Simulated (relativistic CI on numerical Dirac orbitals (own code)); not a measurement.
# Ti4+ in a cubic cluster: L2,3 absorption with charge transfer

Computed with a charge-transfer multiplet model of a cubic metal-ligand cluster with up to 2 ligand holes, Slater and spin-orbit integrals from Dirac-Coulomb-Breit ions, Slater integrals scaled by 0.8. The ground state mixes d0 with configurations of k ligand holes L, whose averages lie at kΔ + k(k − 1)U_dd/2; a core hole lowers each added d electron by U_cd. 300 K, Lorentzian 0.4 eV and Gaussian 0.3 eV FWHM.

Atomic integrals in eV (Slater integrals scaled, ζ unscaled), ground: F2dd 6.578, F4dd 4.090, zeta_d 0.013; with the core hole: F2dd 6.578, F4dd 4.090, zeta_d 0.032, zeta_core 3.741, F2cd 5.066, G1cd 3.785, G3cd 2.149. Where a configuration has fewer than two d electrons, the dd integrals are those of d2.

Cluster parameters (eV): U_dd = 5.1, U_cd = 6.4, 10Dq = 1.8, 10Dq(ligand) = 0.9, V(eg) = 3.8, V(t2g) = -1.85, final-state hopping factor = 1.

| Case | n_d | d0 | d1L | d2L2 | S |
| --- | --- | --- | --- | --- | --- |
| Δ = 1.4 eV | 0.88 | 0.30 | 0.53 | 0.18 | 0.00 |
| Δ = 2.4 eV | 0.82 | 0.34 | 0.51 | 0.15 | 0.00 |
| Δ = 3.4 eV | 0.76 | 0.38 | 0.49 | 0.13 | 0.00 |

Weights, n_d and S are thermal averages at 300 K. Photon energies count from the first peak over 30 % of the highest in each spectrum, which can be another peak from case to case. The parameters are a model scan and need not match a compound or its usual spin state. Peaks in eV (height, largest 100):
- Δ = 1.4 eV: -1.0 (7), 0.0 (56), 1.2 (6), 2.8 (84), 4.9 (51), 5.4 (53), 8.4 (100), 10.7 (6)
- Δ = 2.4 eV: -1.1 (8), 0.0 (64), 1.1 (7), 2.7 (99), 5.0 (79), 8.3 (100), 11.0 (5)
- Δ = 3.4 eV: -1.1 (7), 0.0 (58), 2.7 (95), 5.1 (92), 7.8 (100)

Curve for Δ = 2.4 eV (points under 2 left out, the grid thinned):

```tsv
E (eV)	Intensity
-2.2	2.2
-1.9	3.9
-1.5	4.2
-1.2	7.0
-0.8	7.6
-0.5	14.7
-0.2	45.9
0.2	42.8
0.5	14.0
0.8	7.5
1.2	6.8
1.5	6.3
1.9	9.6
2.2	20.9
2.5	66.1
2.9	71.4
3.2	23.4
3.6	10.9
3.9	11.2
4.2	16.5
4.6	37.6
4.9	71.6
5.2	72.9
5.6	50.2
5.9	31.6
6.3	21.2
6.6	20.6
6.9	28.5
7.3	55.4
7.6	71.1
8.0	83.6
8.3	100.0
8.6	81.6
9.0	32.5
9.3	16.4
9.7	10.3
10.0	6.7
10.3	5.0
10.7	4.8
11.0	5.3
11.3	4.6
11.7	2.8
12.0	2.2
21.8	2.3
22.1	2.0
```

A d0 ion has no d-d gap: its lowest excitations are ligand-to-metal charge transfer. With the core hole the configuration with one ligand hole lies at Δ + U_dd − U_cd = 0.1, 1.1, 2.1 eV from the one without, in the order of the table; where this is negative the screened configuration lies lower, though the effective hopping of about 8.3 eV (from the holes of the mixed ground state) mixes the two strongly wherever it is as large as the gap.

With at most 2 ligand holes the space is cut while the next configuration still counts, so covalency is underestimated, and a final configuration with one more ligand hole, which can lie low, is missing from the spectra.
